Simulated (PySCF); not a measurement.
# Magnetisability: SMILES C=C1CC[C@H]2C[C@]1(F)C2, C8H11F

Molfile (atoms numbered from 1):
```
C8H11F
     RDKit          3D

 20 21  0  0  0  0  0  0  0  0999 V2000
    2.2007   -0.7659    0.9248 C   0  0  0  0  0  0  0  0  0  0  0  0
    1.0681   -0.2214    0.5145 C   0  0  0  0  0  0  0  0  0  0  0  0
    0.9775    1.1003   -0.2051 C   0  0  0  0  0  0  0  0  0  0  0  0
   -0.2388    1.1907   -1.1433 C   0  0  0  0  0  0  0  0  0  0  0  0
   -1.3583    0.2661   -0.6713 C   0  0  1  0  0  0  0  0  0  0  0  0
   -0.8518   -1.1859   -0.6868 C   0  0  0  0  0  0  0  0  0  0  0  0
   -0.2716   -0.8667    0.7006 C   0  0  1  0  0  0  0  0  0  0  0  0
   -0.2494   -1.8955    1.6149 F   0  0  0  0  0  0  0  0  0  0  0  0
   -1.3759    0.1858    0.8654 C   0  0  0  0  0  0  0  0  0  0  0  0
    2.2138   -1.6971    1.4634 H   0  0  0  0  0  0  0  0  0  0  0  0
    3.1506   -0.2912    0.7477 H   0  0  0  0  0  0  0  0  0  0  0  0
    0.9027    1.8831    0.5553 H   0  0  0  0  0  0  0  0  0  0  0  0
    1.9013    1.2833   -0.7552 H   0  0  0  0  0  0  0  0  0  0  0  0
   -0.5932    2.2226   -1.1826 H   0  0  0  0  0  0  0  0  0  0  0  0
    0.0483    0.9014   -2.1568 H   0  0  0  0  0  0  0  0  0  0  0  0
   -2.2988    0.4737   -1.1805 H   0  0  0  0  0  0  0  0  0  0  0  0
   -0.1435   -1.4711   -1.4615 H   0  0  0  0  0  0  0  0  0  0  0  0
   -1.6555   -1.9159   -0.6258 H   0  0  0  0  0  0  0  0  0  0  0  0
   -2.2894   -0.2669    1.2443 H   0  0  0  0  0  0  0  0  0  0  0  0
   -1.1420    1.0813    1.4349 H   0  0  0  0  0  0  0  0  0  0  0  0
  1  2  2  0
  2  3  1  0
  3  4  1  0
  4  5  1  0
  5  6  1  0
  6  7  1  0
  7  8  1  1
  7  9  1  0
  7  2  1  0
  9  5  1  0
  1 10  1  0
  1 11  1  0
  3 12  1  0
  3 13  1  0
  4 14  1  0
  4 15  1  0
  5 16  1  6
  6 17  1  0
  6 18  1  0
  9 19  1  0
  9 20  1  0
M  END
```

Method: GIAO wB97X-D/pcSseg-1 magnetisability, rotational g tensor and spin-rotation constants, non-relativistic, gas phase (PySCF). Geometry: GFN2-xTB.

(1) What are the magnetisability and the molar susceptibility?

(2) Split it along the inertial axes a, b, c into diamagnetic and paramagnetic parts about the centre of mass, with the quadrupole moment.

(3) And the rotational g tensor?

Results:

(1) Isotropic -1367 × 10⁻³⁰ J/T², or -82.3 × 10⁻⁶ cm³/mol; principal values -1478, -1393, -1230 × 10⁻³⁰ J/T², anisotropy 218 × 10⁻³⁰ J/T² (root of half the summed squared differences of the principal values). The susceptibility is in cgs units.

(2) 
```tsv
axis	χ (10⁻⁶ cm³/mol)	diamagnetic (10⁻⁶ cm³/mol)	paramagnetic (10⁻⁶ cm³/mol)	summed x² of all electrons (Å²)	quadrupole Θ (D Å)
a	-84.9	-646.4	561.5	134.0	-3.19
b	-74.2	-742.7	668.5	111.3	+3.08
c	-88.0	-1040.8	952.8	41.0	+0.11
```
Anisotropies 2χaa − χbb − χcc = -7.6 and 2χbb − χaa − χcc = +24.5 × 10⁻⁶ cm³/mol. Θ is traceless in Buckingham's convention.

(3) 
```
axis  rotational constant (GHz)        g  nuclear part  electronic part
   a                     2.3479  -0.0107        0.6086          -0.6194
   b                     1.9265  -0.0218        0.5832          -0.6051
   c                     1.3010  -0.0052        0.5772          -0.5824
```
Asymmetric top; isotopes 12C, 19F, 1H; no vibrational averaging.
